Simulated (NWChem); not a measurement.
Everything below was run with NWChem. System: FIPb, charge 0, spin multiplicity 1, at a geometry optimised with PBE0/def2-SVP with def2 effective core potentials on I, Pb. The structure started from a generated list of species. Level: G0W0@PBE/def2-QZVP with def2 effective core potentials on I, Pb, RI basis def2-qzvp-rifit, no spin-orbit coupling.

Input file:

```
start mol
memory heap 200 mb stack 700 mb global 1700 mb
geometry units angstroms nocenter noautoz
  Pb    -0.735237    -0.717829     0.000000
  F      0.625749    -2.259434     0.000000
  I      1.031277     1.494281     0.000000
  symmetry group Cs
end
basis spherical
  * library def2-qzvp
end
ecp
  I library def2-ecp
  Pb library def2-ecp
end
basis "ri basis" bse spherical
  * library def2-qzvp-rifit
end
dft
  xc xpbe96 cpbe96
  iterations 100
  direct
  tolerances tight
end
task dft energy
gw
  method cdgw
  states alpha occ 4 vir 2
end
task dft gw
```

NWChem printed:

```
             Northwest Computational Chemistry Package (NWChem) 7.3.0
             --------------------------------------------------------

                                NWChem Input Module
                                -------------------

 Scaling coordinates for geometry "geometry" by  1.889725989
 (inverse scale =  0.529177249)

 Turning off AUTOSYM since
 SYMMETRY directive was detected!

                             Geometry "geometry" -> ""
                             -------------------------

 Output coordinates in angstroms (scale by  1.889725989 to convert to a.u.)

  No.       Tag          Charge          X              Y              Z
 ---- ---------------- ---------- -------------- -------------- --------------
    1 Pb                  82.0000    -0.73523700    -0.71782900     0.00000000
    2 F                    9.0000     0.62574900    -2.25943400     0.00000000
    3 I                   53.0000     1.03127700     1.49428100     0.00000000

 Effective nuclear repulsion energy (a.u.)    1069.1585190295

            Nuclear Dipole moment (a.u.)
            ----------------------------
        X                 Y               Z
 ---------------- ---------------- ----------------
    -0.0000226767     0.0000170075     0.0000000000

      Symmetry information
      --------------------

 Group name             Cs
 Group number              2
 Group order               2
 No. of unique centers     3

      Symmetry unique atoms

     1    2    3


 Summary of "ao basis" -> "" (spherical)
 ------------------------------------------------------------------------------
       Tag                 Description            Shells   Functions and Types
 ---------------- ------------------------------  ------  ---------------------
 *                         def2-qzvp                  on all atoms

 Summary of "ri basis" -> "" (spherical)
 ------------------------------------------------------------------------------
       Tag                 Description            Shells   Functions and Types
 ---------------- ------------------------------  ------  ---------------------
 *                      def2-qzvp-rifit               on all atoms

  pbe96 is a nonlocal functional; adding pw91lda local functional.

                                 NWChem DFT Module
                                 -----------------

 Summary of "ao basis" -> "ao basis" (spherical)
 ------------------------------------------------------------------------------
       Tag                 Description            Shells   Functions and Types
 ---------------- ------------------------------  ------  ---------------------
 Pb                        def2-qzvp                22       82   7s6p4d4f1g
 F                         def2-qzvp                17       57   7s4p3d2f1g
 I                         def2-qzvp                22       82   7s6p4d4f1g

 Summary of "ao basis" -> "ao basis" (spherical)
 ------------------------------------------------------------------------------
       Tag                 Description            Shells   Functions and Types
 ---------------- ------------------------------  ------  ---------------------
 Pb                        def2-qzvp                22       82   7s6p4d4f1g
 F                         def2-qzvp                17       57   7s4p3d2f1g
 I                         def2-qzvp                22       82   7s6p4d4f1g

      Symmetry analysis of basis
      --------------------------

        a'        141
        a"         80

            General Information
            -------------------
          SCF calculation type: DFT
          Wavefunction type:  closed shell.
          No. of atoms     :     3
          No. of electrons :    56
           Alpha electrons :    28
            Beta electrons :    28
          Charge           :     0
          Spin multiplicity:     1
          Use of symmetry is: on ; symmetry adaption is: on
          Maximum number of iterations: 100
          This is a Direct SCF calculation.
          AO basis - number of functions:   221
                     number of shells:    61
          Convergence on energy requested:  1.00D-06
          Convergence on density requested:  1.00D-05
          Convergence on gradient requested:  5.00D-04

              XC Information
              --------------
          PerdewBurkeErnzerhof Exchange Functional  1.000
            Perdew 1991 LDA Correlation Functional  1.000 local
           PerdewBurkeErnz. Correlation Functional  1.000 non-local

             Grid Information
             ----------------
          Grid used for XC integration:  medium
          Radial quadrature: Mura-Knowles
          Angular quadrature: Lebedev.
          Tag              B.-S. Rad. Rad. Pts. Rad. Cut. Ang. Pts.
          ---              ---------- --------- --------- ---------
          Pb                  1.80      123          11.0       590
          F                   0.50       49          12.0       434
          I                   1.40      123          12.0       590
          Grid pruning is: on
          Number of quadrature shells:   295
          Spatial weights used:  Erf1

          Convergence Information
          -----------------------
          Convergence aids based upon iterative change in
          total energy or number of iterations.
          Levelshifting, if invoked, occurs when the
          HOMO/LUMO gap drops below (HL_TOL):  1.00D-02
          DIIS, if invoked, will attempt to extrapolate
          using up to (NFOCK): 10 stored Fock matrices.

                    Damping( 0%)  Levelshifting(0.5)       DIIS
[...]
      -------------------------------------------------

  Numbering of irreducible representations:

     1 a'          2 a"

  Orbital symmetries:

     1 a'          2 a'          3 a'          4 a'          5 a'
     6 a"          7 a'          8 a'          9 a"         10 a'
    11 a'         12 a"         13 a'         14 a"         15 a'
    16 a'         17 a'         18 a'         19 a"         20 a"
    21 a'         22 a'         23 a'         24 a"         25 a'
    26 a"         27 a'         28 a'         29 a"         30 a'
    31 a'         32 a'         33 a"         34 a'         35 a'
    36 a'         37 a"         38 a'

   convergence    iter        energy       DeltaE   RMS-Dens  Diis-err    time
 ---------------- ----- ----------------- --------- --------- ---------  ------
 d= 0,ls=0.0,diis     1   -590.3651298025 -7.76D+02  1.16D-02  1.86D+00    18.8
 d= 0,ls=0.0,diis     2   -585.2255461778  5.14D+00  1.03D-02  4.21D+01    32.8
 d= 0,ls=0.0,diis     3   -590.2735781936 -5.05D+00  6.71D-03  1.18D+00    47.9
 d= 0,ls=0.0,diis     4   -590.3833127232 -1.10D-01  2.82D-03  8.00D-01    62.9
 d= 0,ls=0.0,diis     5   -590.5083012868 -1.25D-01  1.03D-03  2.32D-02    78.0
 d= 0,ls=0.0,diis     6   -590.5122253235 -3.92D-03  2.28D-04  7.25D-03    93.0
 d= 0,ls=0.0,diis     7   -590.5133067038 -1.08D-03  9.87D-05  8.21D-04   108.0
 d= 0,ls=0.0,diis     8   -590.5134562229 -1.50D-04  1.62D-05  3.08D-05   123.0
 d= 0,ls=0.0,diis     9   -590.5134590023 -2.78D-06  4.51D-06  4.98D-06   137.8
 d= 0,ls=0.0,diis    10   -590.5134593205 -3.18D-07  1.57D-06  2.33D-07   152.4

         Total DFT energy =     -590.513459320545
      One electron energy =    -1364.258516523391
           Coulomb energy =      637.127534545926
    Exchange-Corr. energy =      -48.680502920918
 Nuclear repulsion energy =      185.298025577838

 Numeric. integr. density =       55.999994121085

     Total iterative time =    147.2s

                  Occupations of the irreducible representations
                  ----------------------------------------------

                     irrep           alpha         beta
                     --------     --------     --------
                     a'               20.0         20.0
                     a"                8.0          8.0

                       DFT Final Molecular Orbital Analysis
                       ------------------------------------

 Vector   26  Occ=2.000000D+00  E=-2.526232D-01  Symmetry=a'
              MO Center=  3.9D-01,  4.4D-01, -1.6D-14, r^2= 4.9D+00
   Bfn.  Coefficient  Atom+Function         Bfn.  Coefficient  Atom+Function
  ----- ------------  ---------------      ----- ------------  ---------------
   160      0.358186  3 I  py               157      0.292380  3 I  py
   148     -0.229125  3 I  py                 6      0.203658  1 Pb s
   159      0.201853  3 I  px                17     -0.185742  1 Pb px
     3     -0.171169  1 Pb s                  5      0.166526  1 Pb s
   156      0.165589  3 I  px                 7      0.151980  1 Pb s

 Vector   27  Occ=2.000000D+00  E=-2.428858D-01  Symmetry=a"
              MO Center=  8.8D-01,  1.3D+00,  1.9D-14, r^2= 2.6D+00
   Bfn.  Coefficient  Atom+Function         Bfn.  Coefficient  Atom+Function
  ----- ------------  ---------------      ----- ------------  ---------------
   161      0.468307  3 I  pz               158      0.399573  3 I  pz
   149     -0.308141  3 I  pz               164      0.182071  3 I  pz
    19      0.097188  1 Pb pz               152     -0.084730  3 I  pz
    22      0.083968  1 Pb pz                10     -0.071600  1 Pb pz
   155      0.054478  3 I  pz                92     -0.051565  2 F  pz

 Vector   28  Occ=2.000000D+00  E=-2.346943D-01  Symmetry=a'
              MO Center=  9.5D-01,  1.3D+00, -4.9D-15, r^2= 2.6D+00
   Bfn.  Coefficient  Atom+Function         Bfn.  Coefficient  Atom+Function
  ----- ------------  ---------------      ----- ------------  ---------------
   159      0.404935  3 I  px               156      0.344446  3 I  px
   147     -0.265158  3 I  px               160     -0.258423  3 I  py
   157     -0.225238  3 I  py               148      0.171486  3 I  py
   162      0.162862  3 I  px               163     -0.096228  3 I  py
   150     -0.073067  3 I  px                 6      0.066676  1 Pb s

 Vector   29  Occ=0.000000D+00  E=-1.376026D-01  Symmetry=a"
              MO Center= -6.3D-01, -5.4D-01,  2.4D-13, r^2= 4.1D+00
   Bfn.  Coefficient  Atom+Function         Bfn.  Coefficient  Atom+Function
  ----- ------------  ---------------      ----- ------------  ---------------
    22      0.484868  1 Pb pz                19      0.409237  1 Pb pz
    10     -0.304671  1 Pb pz                25      0.181319  1 Pb pz
   161     -0.152419  3 I  pz               158     -0.149607  3 I  pz
   164     -0.119826  3 I  pz               149      0.103671  3 I  pz
    92     -0.096182  2 F  pz                16      0.091973  1 Pb pz

 Vector   30  Occ=0.000000D+00  E=-7.393389D-02  Symmetry=a'
              MO Center= -6.2D-01, -2.8D-01,  3.2D-15, r^2= 6.7D+00
   Bfn.  Coefficient  Atom+Function         Bfn.  Coefficient  Atom+Function
  ----- ------------  ---------------      ----- ------------  ---------------
    20      0.444872  1 Pb px               146     -0.413103  3 I  s
     6      0.394873  1 Pb s                 23      0.386752  1 Pb px
   163      0.364536  3 I  py                21      0.341379  1 Pb py
    17      0.286147  1 Pb px                 8     -0.217146  1 Pb px
   144     -0.217331  3 I  s                162      0.213475  3 I  px

 Vector   31  Occ=0.000000D+00  E=-6.244320D-02  Symmetry=a'
              MO Center= -8.0D-01, -6.0D-01, -1.2D-14, r^2= 5.6D+00
   Bfn.  Coefficient  Atom+Function         Bfn.  Coefficient  Atom+Function
  ----- ------------  ---------------      ----- ------------  ---------------
    24      0.458333  1 Pb py                21      0.346745  1 Pb py
    18      0.301621  1 Pb py                 9     -0.219573  1 Pb py
   162      0.205432  3 I  px               146     -0.191976  3 I  s
    23     -0.186947  1 Pb px                 7      0.155305  1 Pb s
    17     -0.133624  1 Pb px                26      0.132180  1 Pb d -2

 center of mass
 --------------
 x =  -0.05422538 y =  -0.01384369 z =   0.00000000

 moments of inertia (a.u.)
 ------------------
        1740.848584652118        -994.132265361061           0.000000000000
        -994.132265361061         908.967870016631           0.000000000000
           0.000000000000           0.000000000000        2649.816454668749

     Multipole analysis of the density
     ---------------------------------

     L   x y z        total         alpha         beta         nuclear
     -   - - -        -----         -----         ----         -------
     0   0 0 0     -0.000000    -28.000000    -28.000000     56.000000

     1   1 0 0     -1.584994    -15.190747    -15.190747     28.796499
     1   0 1 0      0.038144     -1.142997     -1.142997      2.324138
     1   0 0 1     -0.000000     -0.000000     -0.000000      0.000000

     2   2 0 0    -43.168898    -96.585689    -96.585689    150.002479
     2   1 1 0      3.125005    -65.237704    -65.237704    133.600413
     2   1 0 1     -0.000000     -0.000000     -0.000000      0.000000
     2   0 2 0    -50.091049   -226.995277   -226.995277    403.899505
     2   0 1 1      0.000000      0.000000      0.000000      0.000000
     2   0 0 2    -41.895959    -20.947979    -20.947979      0.000000

 Task  times  cpu:      152.5s     wall:      152.5s

                                NWChem Input Module
                                -------------------

                                 NWChem GW Module
                                 ----------------

                             ***********************
                             ***        GW       ***
                             ***********************

 Summary of "ri basis" -> "ri basis" (spherical)
 ------------------------------------------------------------------------------
       Tag                 Description            Shells   Functions and Types
 ---------------- ------------------------------  ------  ---------------------
 Pb                     def2-qzvp-rifit             49      265   10s10p9d8f6g4h2i
 F                      def2-qzvp-rifit             33      141   9s8p7d5f3g1h
 I                      def2-qzvp-rifit             50      276   10s10p9d8f6g5h2i

                 Memory Information
                 ------------------
          Available GA per process is          1699.6 MBs
          Available stack per process is        700.0 MBs
          Available heap per process is           0.1 MBs

          Peak memory in Initialization
              Peak GA per process is                 38.4 MBs
              Peak stack per process is               0.6 MBs
              Peak heap per process is               40.0 MBs
              Memory not in MA per process            0.0 MBs

          Peak memory in CDGW Calculation
              Peak GA per process is                 46.0 MBs
              Peak stack per process is               7.1 MBs
              Peak heap per process is                6.2 MBs
              Memory not in MA per process            0.1 MBs

          Computing 2-center integrals
          Computing Inverse Cholesky factor
          Computing 3-center integrals
          Computing Vxc

          Computing Sigma_x
          Computing W(iw) on the imaginary grid
          Solving quasiparticle equations

                  Alpha Orbitals
          State     Energy (eV)     Error (eV)
          -----------------------------------
@GW        25        -11.341           0.004
@GW        26         -9.484           0.003
@GW        27         -9.029           0.002
@GW        28         -8.947           0.002
@GW        29         -1.664           0.002
@GW        30          0.109           0.004

     GW Timing Statistics
   ------------------------
   Init.   :          0.3s
     ERIs  :          5.9s
     Distr.:          0.1s
     Vxc   :          0.3s
   Vmo     :          0.0s
   iW      :          8.6s
   I_n     :          0.0s
   R_n     :          1.3s
   GW total:         16.5s

 Task  times  cpu:       16.5s     wall:       16.5s

 Total times  cpu:      169.0s     wall:      169.0s
```
